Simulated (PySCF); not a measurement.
Species: C₃H₅F₂PSi.
Atom-mapped SMILES: `[F:1][C:2]1=[CH:3][C@@H:4]1[Si@H:5]([F:6])[PH2:7]` (hydrogens: H8 on C3; H9 on C4; H10 on Si5; H11, H12 on P7)

Method: PBE0-D3(BJ)/def2-SVP geometry optimisation, gas phase (PySCF); density fitting, grid level 1; the optimiser is geomeTRIC in internal coordinates, started from a GFN2-xTB structure with every atom displaced at random (about 0.01 Å).

Step 3: E = -25763.8511 eV
```
atom  x, y, z in Å  |  force x, y, z in eV/Å
F1      1.7662    2.0138   -1.3559   -0.006  -0.006  -0.006
C2      1.6590    1.0850   -0.4525    0.018   0.015   0.007
C3      2.2142    0.1835    0.2773   -0.035  -0.005  -0.009
C4      0.6687    0.4052    0.4070    0.025   0.008   0.025
Si5    -0.4990   -0.8822   -0.2950    0.000   0.005  -0.024
F6      0.3257   -1.6270   -1.4893    0.016  -0.015  -0.002
P7     -2.2937    0.1174   -1.2271    0.015   0.002  -0.016
H8      3.0344   -0.4220    0.6457    0.001   0.014  -0.006
H9      0.3086    0.9421    1.3056   -0.007  -0.001  -0.005
H10    -0.8482   -1.9276    0.7110   -0.009   0.000   0.012
H11    -2.7764    0.5199    0.0586   -0.001   0.007   0.011
H12    -3.0840   -1.0716   -1.2470   -0.017  -0.023   0.012
```

Step 4: E = -25763.8519 eV
```
atom  x, y, z in Å  |  force x, y, z in eV/Å
F1      1.7637    2.0260   -1.3450   -0.007  -0.020   0.009
C2      1.6568    1.0908   -0.4476    0.017   0.017  -0.012
C3      2.2115    0.1836    0.2757   -0.005   0.012  -0.014
C4      0.6671    0.4020    0.4054   -0.014   0.022   0.003
Si5    -0.4994   -0.8845   -0.3020    0.003  -0.007   0.043
F6      0.3269   -1.6421   -1.4855    0.037  -0.013  -0.039
P7     -2.2931    0.1124   -1.2374    0.014  -0.008  -0.004
H8      3.0343   -0.4217    0.6384   -0.002   0.007   0.002
H9      0.3022    0.9343    1.3052    0.004  -0.013   0.000
H10    -0.8493   -1.9249    0.7098   -0.023   0.011   0.007
H11    -2.7580    0.5351    0.0489   -0.002   0.008   0.001
H12    -3.0870   -1.0745   -1.2275   -0.023  -0.015   0.004
```

Step 5: E = -25763.8529 eV
```
atom  x, y, z in Å  |  force x, y, z in eV/Å
F1      1.7510    2.0500   -1.3237   -0.004  -0.033   0.023
C2      1.6499    1.1023   -0.4383   -0.008   0.012  -0.035
C3      2.2075    0.1864    0.2715    0.047   0.030  -0.016
C4      0.6641    0.3931    0.4026   -0.065   0.037  -0.028
Si5    -0.4984   -0.8940   -0.3132    0.011  -0.025   0.113
F6      0.3346   -1.6724   -1.4773    0.049  -0.004  -0.069
P7     -2.2878    0.1000   -1.2582    0.011  -0.019   0.012
H8      3.0370   -0.4163    0.6230   -0.008  -0.005   0.012
H9      0.2906    0.9124    1.3068    0.019  -0.022   0.010
H10    -0.8572   -1.9221    0.7092   -0.031   0.021  -0.004
H11    -2.7162    0.5708    0.0249   -0.002   0.008  -0.013
H12    -3.0995   -1.0738   -1.1889   -0.020   0.000  -0.005
```

Step 6: E = -25763.8538 eV
```
atom  x, y, z in Å  |  force x, y, z in eV/Å
F1      1.7214    2.0725   -1.3035    0.001  -0.035   0.026
C2      1.6349    1.1134   -0.4292   -0.026  -0.001  -0.037
C3      2.2029    0.1920    0.2651    0.089   0.048  -0.020
C4      0.6597    0.3801    0.4037   -0.097   0.031  -0.044
Si5    -0.4944   -0.9102   -0.3211    0.006  -0.039   0.143
F6      0.3504   -1.7052   -1.4657    0.036   0.014  -0.068
P7     -2.2741    0.0850   -1.2820    0.008  -0.021   0.021
H8      3.0424   -0.4048    0.6024   -0.012  -0.016   0.019
H9      0.2800    0.8815    1.3156    0.031  -0.019   0.011
H10    -0.8706   -1.9244    0.7095   -0.023   0.018  -0.015
H11    -2.6611    0.6190   -0.0099   -0.003   0.006  -0.024
H12    -3.1158   -1.0624   -1.1463   -0.009   0.013  -0.013
```

**Question.** Estimate the geometry and energy of step 7. (The exact step hangs on the optimiser's Hessian estimate; all steps are aligned on step 6, rigid shifts and turns removed.)

**Answer.** E = -25763.8553 eV, largest force 0.100 eV/Å
```
atom  x, y, z in Å  |  force x, y, z in eV/Å
F1      1.6942    2.0743   -1.3018    0.005  -0.018   0.015
C2      1.6221    1.1146   -0.4277   -0.033  -0.008  -0.017
C3      2.2025    0.1974    0.2615    0.079   0.035  -0.017
C4      0.6579    0.3717    0.4092   -0.077   0.008  -0.032
Si5    -0.4908   -0.9221   -0.3175    0.002  -0.030   0.096
F6      0.3624   -1.7137   -1.4599    0.010   0.019  -0.030
P7     -2.2605    0.0795   -1.2910    0.004  -0.015   0.015
H8      3.0483   -0.3936    0.5930   -0.010  -0.016   0.015
H9      0.2804    0.8642    1.3266    0.026  -0.002   0.005
H10    -0.8806   -1.9336    0.7100   -0.005   0.006  -0.017
H11    -2.6355    0.6462   -0.0298   -0.003   0.003  -0.021
H12    -3.1248   -1.0485   -1.1342    0.003   0.016  -0.011
```

The energy changes by -0.0016 eV. The first-order estimate −F·Δx gives -0.0019 eV and the mean of the old and new forces, exact on a quadratic surface, -0.0015 eV. The step makes an angle of 84° with the force vector and moves no atom by more than 0.042 Å.

The cost below is that of the whole optimisation. The run took 63 s wall on one thread of an Arm Neoverse V2, shared host with 192 logical CPUs at a one-minute load of 40, and the process peaked at 0.52 GiB of memory.
